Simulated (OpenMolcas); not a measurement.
# Co VIII: effect of the level shift or regulariser

```yaml
Program: OpenMolcas 26.06
Basis: ANO-RCC-VTZP [6s5p3d2f1g]
Scalar_Hamiltonian: DKH2, point nucleus
Active_space: 2 electrons in 5 orbitals (3d)
State_averaging: 2S+1 = 3 even, 10 roots; 2S+1 = 1 even, 15 roots
Spin-orbit_coupling: RASSI with atomic mean-field integrals over the reference wave functions, term energies averaged over their components
```

Methods on the same reference wave functions:
A. CASSCF
B. SS-CASPT2, IPEA 0.25 Eh, imaginary shift 0.1 Eh (closed shells correlated: 3s 3p)
C. SS-CASPT2, IPEA 0.25 Eh, real shift 0.2 Eh (closed shells correlated: 3s 3p)
D. SS-CASPT2, IPEA 0.25 Eh, sigma2 regulariser 0.3 Eh (closed shells correlated: 3s 3p)

Energies in cm-1 above 3d2 3F2, the measured ground level; measured values from Sugar and Corliss, J. Phys. Chem. Ref. Data 10, 1097 (1981).

```tsv
Level	A	B	C	D	Measured
3d2 3F2	0.0	0.0	0.0	0.0	0.0
3d2 3F3	1369	1382	1382	1382	1430
3d2 3F4	3070	3080	3080	3080	3144
3d2 1D2	23126	19660	19670	19660	19624
3d2 3P0	26484	22910	22910	22910	22304
3d2 3P1	26991	23420	23420	23420	22839
3d2 3P2	28180	24620	24620	24620	24055
3d2 1G4	35303	32870	32870	32870	32360
3d2 1S0	84805	76930	76930	76930	74247
```

Deviations, from unrounded energies. A percentage is the sum of absolute deviations over the sum of measured energies, with the sign that they share, or ± where signs differ.

```tsv
Against measurement	Levels	A	B	C	D
mean absolute deviation (cm-1)	8	3700	640	640	640
fine structure of the ground term (%)	2	-2.9	-2.4	-2.4	-2.4
other terms of the ground configuration (%)	6	+15.1	+2.5	+2.6	+2.5
```

B, C, D lie about equally close to measurement and A furthest from it. The largest miss of D in the table is 3d2 1S0, by +2700 cm-1. The ranking rests on the paired levels alone, and a cruder setting can come out closer through cancelling errors.

Among B to D the level of the table that moves most is 3d2 1S0, by 9 cm-1 (lowest in D, highest in C). Moves below CASPT2's spread within the term are not significant.

The two smallest mean deviations differ by little beside CASPT2's spread within terms, so their order carries little weight.

From A to B the spin-free energies of the other terms of 3d2 shown, above 3F, scale by factors of 0.84 to 0.93, as is usual when dynamic correlation screens the repulsion within a d or f shell.

The lowest spin-free term lies below A's lowest term by 0.261 hartree in B, 0.261 hartree in C, 0.261 hartree in D.

CASPT2 breaks the degeneracy within a term, and the mean is taken; among the terms shown or strongly mixed into the levels shown the widest spread is 760 cm-1 (3d2 3F, D). Without dynamic correlation excited terms often stand tens of per cent too high (terms of higher spin than the ground term too low), and those without a measured partner can miss by more than the paired ones (holds for A). Computed and measured levels are paired by configuration, term and J; levels that our copy of the source lacks, or whose pairing is in doubt (as where it misses far off the trend of its configuration), stay unpaired and out of the deviations. Only configurations of the active space appear.
